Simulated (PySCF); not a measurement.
Computed IR spectrum (relative IR intensity) of a molecule CH8BNO2Si. Geometry: r2SCAN-D4/def2-SVP. Other conformers were not sampled. These are PySCF 2.14.0 with r2SCAN-D4/def2-SVP values and carry that method's errors. Frequencies are harmonic and unscaled.

ν (cm⁻¹): 454 (w), 487 (w), 511 (w), 514 (m), 653 (w), 697 (vw), 751 (w), 812 (w), 894 (w), 928 (m), 937 (m), 946 (m), 986 (m), 1020 (m), 1255 (w), 1405 (vs), 1430 (vw), 1481 (s), 2181 (m), 2220 (m), 3598 (vw), 3858 (w), 3908 (w) (against the strongest line: vs over 80 %, s over 45 %, m over 15 %, w over 4 %, vw less)

Problem. Identify the compound among the candidates.
(A) CN([SiH3])B(O)O
(B) N[SiH2]CB(O)O
(C) C[SiH2]NB(O)O

Solution. C, C[SiH2]NB(O)O
